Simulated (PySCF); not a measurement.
PySCF job for CH₆ClFSi₂, SMILES F[Si@@H](C[SiH3])Cl, TDA-M06-2X/def2-SVPD. Coordinates come from a PBE0-D3(BJ)/def2-SVP optimisation. The structure was generated by enumeration; whether it is a known compound was not checked. The values are those of a single conformer.

```python
import numpy as np
from pyscf import gto, scf, dft, tdscf

mol = gto.M(
    atom='''
    F     1.76005518   -0.67438973    0.75745366
    Si    0.92934778   -0.15496935   -0.53302206
    Cl    0.50656245    1.83746723   -0.22873586
    C    -0.64077680   -1.12176227   -0.66181717
    Si   -1.93656821   -0.77278470    0.67236841
    H     1.82411422   -0.26487109   -1.71022748
    H    -1.09462858   -0.93169356   -1.64984834
    H    -0.37279759   -2.19270283   -0.63080142
    H    -2.99260910   -1.82870845    0.62288191
    H    -2.57029844    0.55629643    0.43720023
    H    -1.30009211   -0.78662532    2.02227562
    ''',
    basis='def2-SVPD',
    charge=0,
    spin=0,
    max_memory=1600,
    verbose=4,
)
mf = dft.RKS(mol, xc='m06-2x').density_fit(auxbasis='def2-universal-jkfit')
mf.grids.level = 4
mf.conv_tol = 1e-9
mf.max_cycle = 100
mf.kernel()
mf.grids = dft.Grids(mol).set(level=2).build(with_non0tab=True)  # coarser grid for the response kernel
td = tdscf.TDA(mf)
td.singlet = True
td.nstates = 10
td.conv_tol = 1e-4
td.positive_eig_threshold = 1e-6
td.kernel(x0=td.get_init_guess(mf, 15))
td.analyze()
tt = tdscf.TDA(mf)
tt.singlet = False
tt.nstates = 4
tt.conv_tol = 1e-4
tt.positive_eig_threshold = 1e-6
tt.kernel(x0=tt.get_init_guess(mf, 9))
tt.analyze(verbose=3)
```

Log of the run:

```
PySCF version 2.14.0

[INPUT] verbose = 4
[INPUT] num. atoms = 11
[INPUT] num. electrons = 66
[INPUT] charge = 0
[INPUT] spin (= nelec alpha-beta = 2S) = 0
[INPUT] symmetry False subgroup None
[INPUT] Mole.unit = angstrom
[INPUT] Symbol           X                Y                Z      unit          X                Y                Z       unit  Magmom
[INPUT]  1 F      1.760055180000  -0.674389730000   0.757453660000 AA    3.326022254322  -1.274411890919   1.431379969449 Bohr   0.0
[INPUT]  2 Si     0.929347780000  -0.154969350000  -0.533022060000 AA    1.756212778673  -0.292849629202  -1.007265711751 Bohr   0.0
[INPUT]  3 Cl     0.506562450000   1.837467230000  -0.228735860000 AA    0.957264295489   3.472309827563  -0.432248130267 Bohr   0.0
[INPUT]  4 C     -0.640776800000  -1.121762270000  -0.661817170000 AA   -1.210892658975  -2.119823467170  -1.250653195835 Bohr   0.0
[INPUT]  5 Si    -1.936568210000  -0.772784700000   0.672368410000 AA   -3.659583538439  -1.460351436254   1.270592149709 Bohr   0.0
[INPUT]  6 H      1.824114220000  -0.264871090000  -1.710227480000 AA    3.447076295725  -0.500533818415  -3.231861547905 Bohr   0.0
[INPUT]  7 H     -1.094628580000  -0.931693560000  -1.649848340000 AA   -2.068548224322  -1.760645660421  -3.117761509668 Bohr   0.0
[INPUT]  8 H     -0.372797590000  -2.192702830000  -0.630801420000 AA   -0.704485344998  -4.143607821259  -1.192041922787 Bohr   0.0
[INPUT]  9 H     -2.992609100000  -1.828708450000   0.622881910000 AA   -5.655211596881  -3.455758132178   1.177076217846 Bohr   0.0
[INPUT] 10 H     -2.570298440000   0.556296430000   0.437200230000 AA   -4.857160109997   1.051247896773   0.826188696297 Bohr   0.0
[INPUT] 11 H     -1.300092110000  -0.786625320000   2.022275620000 AA   -2.456818024608  -1.486506417448   3.821547070185 Bohr   0.0

nuclear repulsion = 364.079756408308
number of shells = 72
number of NR pGTOs = 252
number of NR cGTOs = 166
basis = def2-SVPD
ecp = {}


******** <class 'pyscf.df.df_jk.DFRKS'> ********
method = DFRKS
initial guess = minao
damping factor = 0
level_shift factor = 0
DIIS = <class 'pyscf.scf.diis.CDIIS'>
diis_start_cycle = 1
diis_space = 8
diis_damp = 0
SCF conv_tol = 1e-09
SCF conv_tol_grad = None
SCF max_cycles = 100
direct_scf = False
XC library pyscf.dft.libxc version 7.1.2
    S. Lehtola, C. Steigemann, M. J. T. Oliveira, and M. A. L. Marques,  SoftwareX 7, 1–5 (2018)
XC functionals = m06-2x
    Y. Zhao and D. G. Truhlar,  Theor. Chem. Acc. 120, 215 (2008)
    Y. Zhao and D. G. Truhlar,  Theor. Chem. Acc. 120, 215 (2008)
radial grids:
    Treutler-Ahlrichs [JCP 102, 346 (1995); DOI:10.1063/1.469408] (M4) radial grids

becke partition: Becke, JCP 88, 2547 (1988); DOI:10.1063/1.454033
pruning grids: <function nwchem_prune>
grids dens level: 4
symmetrized grids: False
atomic radii adjust function: <function treutler_atomic_radii_adjust>
small_rho_cutoff = 0
Set gradient conv threshold to 3.16228e-05
Initial guess from minao.
tot grids = 238224
******** <class 'pyscf.df.df.DF'> ********
auxbasis = def2-universal-jkfit
init E= -1180.49030899771
  HOMO = -0.339795083307798  LUMO = -0.00864691141236351  gap/eV = 9.01100
cycle= 1 E= -1180.28523172116  delta_E= 0.205  |g|= 0.513  |ddm|= 3.66
  HOMO = -0.370650809128186  LUMO = 0.0154225963762813  gap/eV = 10.50559
cycle= 2 E= -1180.28857175084  delta_E= -0.00334  |g|= 0.561  |ddm|= 1.18
  HOMO = -0.374871106790589  LUMO = 0.0185704928794257  gap/eV = 10.70609
cycle= 3 E= -1180.34437780638  delta_E= -0.0558  |g|= 0.054  |ddm|= 0.52
  HOMO = -0.374747514677424  LUMO = 0.0200424592580082  gap/eV = 10.74278
cycle= 4 E= -1180.34490328653  delta_E= -0.000525  |g|= 0.0219  |ddm|= 0.0973
  HOMO = -0.373326768768523  LUMO = 0.0203421709150189  gap/eV = 10.71228
cycle= 5 E= -1180.3450247829  delta_E= -0.000121  |g|= 0.00385  |ddm|= 0.0401
  HOMO = -0.374033607774367  LUMO = 0.0201592913490272  gap/eV = 10.72654
cycle= 6 E= -1180.34502896778  delta_E= -4.18e-06  |g|= 0.00117  |ddm|= 0.00843
  HOMO = -0.37394269842263  LUMO = 0.020188878494436  gap/eV = 10.72487
cycle= 7 E= -1180.34502933498  delta_E= -3.67e-07  |g|= 0.000351  |ddm|= 0.00214
  HOMO = -0.373973269920836  LUMO = 0.0201828086979057  gap/eV = 10.72553
cycle= 8 E= -1180.34502937345  delta_E= -3.85e-08  |g|= 6.47e-05  |ddm|= 0.000712
  HOMO = -0.373968537614221  LUMO = 0.0201831679549604  gap/eV = 10.72541
cycle= 9 E= -1180.34502937499  delta_E= -1.53e-09  |g|= 1.45e-05  |ddm|= 0.000145
  HOMO = -0.373969987918124  LUMO = 0.0201832632326293  gap/eV = 10.72546
cycle= 10 E= -1180.34502937508  delta_E= -9.46e-11  |g|= 2.33e-06  |ddm|= 3.43e-05
  HOMO = -0.373969660488609  LUMO = 0.0201832749024198  gap/eV = 10.72545
Extra cycle  E= -1180.34502937508  delta_E= -1.14e-12  |g|= 1.35e-06  |ddm|= 8.31e-06
converged SCF energy = -1180.34502937508
tot grids = 90648
Overwritten attributes  positive_eig_threshold  of <class 'pyscf.tdscf.rks.TDA'>


******** <class 'pyscf.tdscf.rks.TDA'> for <class 'pyscf.df.df_jk.DFRKS'> ********
nstates = 10 singlet
deg_eia_thresh = 1.000e-03
wfnsym = None
conv_tol = 0.0001
eigh lindep = 1e-12
eigh level_shift = 0
eigh max_cycle = 100


Excitation energies (eV)
[8.05382775 8.20616833 8.31329544 8.67555097 8.75831737 8.77135829
 8.92802597 8.95213641 8.9983952  9.02277914]

** Singlet excitation energies and oscillator strengths **
Excited State   1:      8.05383 eV    153.94 nm  f=0.0173
      33 -> 35        0.35786
      33 -> 36       -0.54129
      33 -> 42        0.12292
Excited State   2:      8.20617 eV    151.09 nm  f=0.0108
      33 -> 34        0.45814
      33 -> 35        0.31251
      33 -> 36        0.20328
      33 -> 37       -0.15788
      33 -> 38       -0.11711
      33 -> 41        0.13590
Excited State   3:      8.31330 eV    149.14 nm  f=0.0520
      32 -> 34        0.14770
      33 -> 34        0.45034
      33 -> 35       -0.34074
      33 -> 36       -0.30486
Excited State   4:      8.67555 eV    142.91 nm  f=0.0010
      30 -> 34        0.11861
      30 -> 35       -0.11630
      32 -> 34       -0.43115
      32 -> 35        0.22251
      32 -> 36        0.18641
      32 -> 38        0.15735
      33 -> 34        0.13207
      33 -> 37       -0.10806
      33 -> 38        0.24179
Excited State   5:      8.75832 eV    141.56 nm  f=0.0216
      29 -> 35       -0.26294
      29 -> 37        0.11588
      30 -> 34       -0.28624
      30 -> 35       -0.15122
      30 -> 36        0.13322
      30 -> 38        0.18283
      31 -> 34       -0.23636
      31 -> 36        0.12893
      31 -> 38        0.11295
      32 -> 35       -0.26738
      32 -> 37        0.10170
Excited State   6:      8.77136 eV    141.35 nm  f=0.0171
      29 -> 34        0.18602
      29 -> 36       -0.13632
      29 -> 38       -0.14671
      30 -> 35        0.18922
      30 -> 36       -0.10931
      31 -> 34       -0.41086
      31 -> 35        0.21026
      31 -> 36        0.12337
      31 -> 38        0.12296
      31 -> 41       -0.12833
      32 -> 35        0.14615
Excited State   7:      8.92803 eV    138.87 nm  f=0.2514
      29 -> 35        0.16562
      29 -> 36       -0.16447
      30 -> 35       -0.10105
      31 -> 35        0.25354
      31 -> 36       -0.20113
      32 -> 34       -0.26042
      32 -> 35       -0.13245
      33 -> 35       -0.10389
      33 -> 38       -0.32640
      33 -> 41       -0.12223
Excited State   8:      8.95214 eV    138.50 nm  f=0.0551
      29 -> 34       -0.23436
      30 -> 35       -0.10761
      31 -> 34       -0.20520
      31 -> 35       -0.16575
      31 -> 36       -0.13498
      31 -> 37        0.11271
      32 -> 36       -0.18573
      32 -> 38        0.13391
      32 -> 39       -0.14073
      33 -> 35        0.16781
      33 -> 37        0.34003
      33 -> 39       -0.13066
Excited State   9:      8.99840 eV    137.78 nm  f=0.0678
      29 -> 36        0.11208
      29 -> 39        0.11743
      30 -> 36       -0.18412
      31 -> 36        0.11265
      32 -> 34       -0.25534
      32 -> 35       -0.23360
      32 -> 36       -0.29096
      32 -> 39       -0.16000
      33 -> 35       -0.10171
      33 -> 37       -0.16862
      33 -> 39       -0.20131
      33 -> 41        0.11494
Excited State  10:      9.02278 eV    137.41 nm  f=0.0767
      29 -> 34        0.11320
      29 -> 36       -0.12353
      30 -> 34       -0.17288
      30 -> 36        0.24576
      31 -> 36       -0.35670
      31 -> 39       -0.14763
      32 -> 34        0.10743
      32 -> 36       -0.19564
      33 -> 37       -0.22287
      33 -> 38        0.19787

** Transition electric dipole moments (AU) **
state          X           Y           Z        Dip. S.      Osc.
  1        -0.2871      0.0485      0.0516      0.0875      0.0173
  2         0.2289      0.0294     -0.0183      0.0536      0.0108
  3        -0.4378     -0.1651      0.1913      0.2555      0.0520
  4        -0.0418     -0.0353      0.0411      0.0047      0.0010
  5         0.1668      0.2249      0.1488      0.1005      0.0216
  6         0.0122      0.1917     -0.2067      0.0796      0.0171
  7        -0.8931     -0.3465      0.4816      1.1495      0.2514
  8         0.3806      0.2912      0.1477      0.2514      0.0551
  9        -0.3208     -0.4277     -0.1477      0.3077      0.0678
 10         0.3614     -0.0650     -0.4607      0.3471      0.0767

** Transition velocity dipole moments (imaginary part, AU) **
state          X           Y           Z        Dip. S.      Osc.
  1        -0.0887      0.0189      0.0160      0.0085      0.0191
  2         0.0304     -0.0064      0.0097      0.0011      0.0023
  3        -0.1208     -0.0535      0.0347      0.0187      0.0407
  4        -0.0035      0.0000      0.0182      0.0003      0.0007
  5         0.0680      0.0384      0.0619      0.0099      0.0206
  6         0.0045      0.0620     -0.0521      0.0066      0.0136
  7        -0.2825     -0.1216      0.1421      0.1148      0.2333
  8         0.1175      0.0986      0.0508      0.0261      0.0529
  9        -0.0955     -0.1254     -0.0534      0.0277      0.0558
 10         0.1002     -0.0188     -0.1304      0.0274      0.0551

** Transition magnetic dipole moments (imaginary part, AU) **
state          X           Y           Z
  1        -0.3399     -0.4662     -0.8213
  2        -0.7083      0.7444     -1.1334
  3         0.8262     -1.4440      1.1002
  4        -0.7061      0.5088     -0.5326
  5        -0.2126      0.8619      0.3317
  6         1.2346      1.0380      0.7298
  7         0.3952     -0.3065      0.1333
  8        -0.6603      0.2919      0.9265
  9        -0.5970      0.9186      0.0201
 10        -0.4502      0.7417      0.2256


******** <class 'pyscf.tdscf.rks.TDA'> for <class 'pyscf.df.df_jk.DFRKS'> ********
nstates = 4 triplet
deg_eia_thresh = 1.000e-03
wfnsym = None
conv_tol = 0.0001
eigh lindep = 1e-12
eigh level_shift = 0
eigh max_cycle = 100


Excitation energies (eV)
[7.74201592 7.92561832 7.95367009 8.30432089]

** Triplet excitation energies and oscillator strengths **
Excited State   1:      7.74202 eV    160.14 nm  f=0.0000
Excited State   2:      7.92562 eV    156.43 nm  f=0.0000
Excited State   3:      7.95367 eV    155.88 nm  f=0.0000
Excited State   4:      8.30432 eV    149.30 nm  f=0.0000
```

The run converged.
